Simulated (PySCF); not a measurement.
Au²⁺: excitation energy

Au²⁺ [Xe] 4f14 5d9 (2D) → Au²⁺ [Xe] 4f14 5d8 6s1 (4F), as a difference of total energies. Calculation: PySCF 2.14, in aug-cc-pVDZ-PP with ECP60MDF (5s5p4d2f, 54 functions); a scalar-relativistic core potential. Correlated levels: valence: 5s2 5p6 frozen. The calculations carry no spin-orbit coupling.

```
           method  excitation energy (eV)
              UHF                   3.868
    MP2 (valence)                   4.282
SCS-MP2 (valence)                   4.445
   CCSD (valence)                   4.223
CCSD(T) (valence)                   4.247
```

Q: How much does correlation contribute at CCSD(T) (valence)?

A: 4.247 − (3.868) = 0.379 eV, measured against UHF.
